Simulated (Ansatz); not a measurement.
Consider the ligand exchange at the Si–C bond: `NC([SiH3])[SeH]` + `[OH][GeH2][SiH3]` → `[SiH3][O][GeH2][SiH3]` + `NC[SeH]`.

Calculated with Ansatz (gas phase, PBE0-D4/def2-TZVP geometries, no zero-point term in ΔE). CCSD(T)/CBS is the MP2 limit (def2-TZVPP, def2-QZVPP) plus CCSD(T) − MP2 in def2-TZVPP, frozen cores. Functionals use def2-TZVPP. B3LYP here is the variant with VWN-RPA as its local correlation; programs differ in this. For Ge, Se outer-core shells are correlated without core-valence functions, which leaves a few kJ/mol of doubt a bond. Scalar relativity is left out up to krypton. One conformer a species, not always the lowest.

Is it downhill or uphill in electronic energy at CCSD(T)/CBS, and by how much? (Estimate.)

The calculation gave: Downhill: ΔE = -27.5 kcal/mol.

What do these levels give: PBE-D4, r2SCAN-D4, B3LYP-D4, ωB97M-V, PBE0, MP2/def2-TZVPP, SCS-MP2/def2-TZVPP, CCSD/def2-TZVPP, HF/def2-QZVPP, MP2/def2-QZVPP, HF/CBS(def2), CCSD/CBS(def2)? (An estimate is asked.)

Computed: PBE-D4 -23.2, r2SCAN-D4 -26.7, B3LYP-D4 -27.8, ωB97M-V -27.3, PBE0 -25.9, MP2/def2-TZVPP -27.9, SCS-MP2/def2-TZVPP -29.3, CCSD/def2-TZVPP -29.0, HF/def2-QZVPP -35.6, MP2/def2-QZVPP -27.9, HF/CBS(def2) -35.6, CCSD/CBS(def2) -28.7 kcal/mol.

Largest T1 diagnostic among the species: 0.012.

In def2-TZVPP, CCSD(T) changes the Hartree–Fock value by +7.3 kcal/mol (the triples alone add +1.2 kcal/mol) and MP2 by +7.2 kcal/mol. From PBE to PBE0 (25 % exact exchange), in def2-TZVPP and without D4, ΔE moves by −2.1 kcal/mol. The D4 term adds +1.1 kcal/mol with B3LYP and +0.6 kcal/mol with PBE0; it sums over pairs of atoms, weighted by their polarisabilities, and B3LYP, whose exchange is more repulsive, gets the larger term.
